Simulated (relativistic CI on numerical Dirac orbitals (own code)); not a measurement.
# Transition arrays of Kr XIII

Calculated at this level of theory: Dirac-Coulomb-Breit CI, KLI orbitals optimised for each configuration, a model potential for QED, valence Slater integrals scaled by 0.9, whole transition arrays (own radial code, finite nucleus).

CI space (outside the closed core [Ne] 3s2): 3p6.3d6, 3p6.3d5.4f, 3p5.3d7, 3p6.3d5.4p, 3p6.3d5.5f. Levels of other configurations are missing.

All E1 lines from the levels of 3p6.3d6; mean and standard deviation are weighted by gf, and upper levels are sorted by their leading configuration.

```csv
Upper configuration,Lines,Σgf,Mean (eV),Mean (nm),σ (eV),Strongest line (nm)
3p6.3d5.4f,5470,604.5,249.81,4.963,4.02,4.957
3p5.3d7,1718,216.1,129.85,9.548,8.97,8.726
3p6.3d5.4p,3245,61.9,176.48,7.025,3.89,6.947
3p6.3d5.5f,5470,329.0,302.26,4.102,4.45,4.090
```

Σgf per state of the lower configuration in bins of 0.2 nm over the central range (centre: value): 4.1: 1.42, 4.3: 0.12, 4.9: 2.16, 5.1: 0.68, 5.3: 0.02, 6.9: 0.12, 7.1: 0.11, 7.3: 0.04, 8.7: 0.08, 8.9: 0.18, 9.1: 0.14, 9.3: 0.06, 9.5: 0.07, 9.7: 0.13, 9.9: 0.10, 10.1: 0.06, 10.3: 0.07.

(1) How do configuration mixing and the scaling of the Slater integrals move the arrays?

## Answers

(1) Slater scale 0.9, no configuration mixing: 3p6.3d5.4f 249.9 ± 4.0 eV (Σgf 617.8), 3p5.3d7 130.4 ± 9.1 eV (Σgf 242.8), 3p6.3d5.4p 176.7 ± 3.9 eV (Σgf 68.7), 3p6.3d5.5f 302.1 ± 4.4 eV (Σgf 241.4); Slater scale 1: 3p6.3d5.4f 250.3 ± 4.4 eV (Σgf 609.2), 3p5.3d7 130.8 ± 9.8 eV (Σgf 214.6), 3p6.3d5.4p 176.5 ± 4.3 eV (Σgf 61.3), 3p6.3d5.5f 302.5 ± 4.9 eV (Σgf 332.9); Slater scale 0.8: 3p6.3d5.4f 249.3 ± 3.6 eV (Σgf 599.6), 3p5.3d7 128.9 ± 8.2 eV (Σgf 217.6), 3p6.3d5.4p 176.4 ± 3.5 eV (Σgf 62.6), 3p6.3d5.5f 302.0 ± 4.0 eV (Σgf 325.2). With mixing, levels are counted to their leading configuration, so an array can shrink or vanish into another, and the sums then hold other lines.
